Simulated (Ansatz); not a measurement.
```yaml
crystal:
  periodic: [true, true, true]
  atoms:
    - {symbol: C, position_ang: [-2.310770, -0.662328, -2.693340]}
    - {symbol: C, position_ang: [-1.913398, 0.051091, -1.419521]}
    - {symbol: C, position_ang: [-2.233490, -0.756642, -0.178689]}
    - {symbol: O, position_ang: [-0.506388, 0.288843, -1.501400]}
    - {symbol: Sn, position_ang: [0.371345, 1.764682, -0.608048]}
    - {symbol: Cl, position_ang: [-1.174452, 2.846827, 0.730061]}
    - {symbol: Cl, position_ang: [1.227750, 3.221220, -2.153230]}
    - {symbol: O, position_ang: [1.864724, 1.169162, 0.459589]}
    - {symbol: C, position_ang: [1.674486, 0.176075, 1.473534]}
    - {symbol: C, position_ang: [2.728371, 0.424523, 2.529589]}
    - {symbol: C, position_ang: [1.768308, -1.210413, 0.870895]}
    - {symbol: H, position_ang: [-3.385066, -0.861309, -2.701513]}
    - {symbol: H, position_ang: [-2.061662, -0.056253, -3.565580]}
    - {symbol: H, position_ang: [-1.780244, -1.614270, -2.772213]}
    - {symbol: H, position_ang: [-2.452392, 1.006831, -1.367403]}
    - {symbol: H, position_ang: [-1.946731, -0.215963, 0.727079]}
    - {symbol: H, position_ang: [-1.698230, -1.709175, -0.200747]}
    - {symbol: H, position_ang: [-3.304745, -0.962968, -0.117095]}
    - {symbol: H, position_ang: [0.683858, 0.300530, 1.937526]}
    - {symbol: H, position_ang: [2.635525, -0.300227, 3.341929]}
    - {symbol: H, position_ang: [2.627891, 1.428743, 2.943799]}
    - {symbol: H, position_ang: [3.724612, 0.329815, 2.091056]}
    - {symbol: H, position_ang: [1.011687, -1.353556, 0.096199]}
    - {symbol: H, position_ang: [1.622918, -1.974703, 1.638437]}
    - {symbol: H, position_ang: [2.752993, -1.354536, 0.419787]}
basis:
  gaussian: {orbitals: def2-TZVPD, fitting: {mean_field: def2-universal-jkfit}}
hamiltonian: {xc: {name: BHLYP}, dispersion: d3bjatm, pseudopotentials: {relativity: scalar}}
output: {forces: true}
```

```sh
$ ansatz run in.yaml --threads 11 --pin off --events-out ev --progress --plain --max-ram 174080MiB --backend cuda --devices 0, --max-vram 75GiB
```

Shortened log:

```
Error: YAML parse error: error: line 2 column 3: crystal: missing field `lattice` (a structure is typed as `lattice` and `atoms`, a molecule's as `atoms` in Å alone, or read from a run's directory, `checkpoint`)
 --> <input>:2:3
1 | crystal:
2 |   periodic: [true, true, true]
3 |   atoms:
4 |     - {symbol: C, position_ang: [-2.310770, -0.662328, -2.693340]}
```

(1) What is wrong with this run?

Answers

(1) The molecule is marked periodic without a cell. The input was rejected before any iteration.
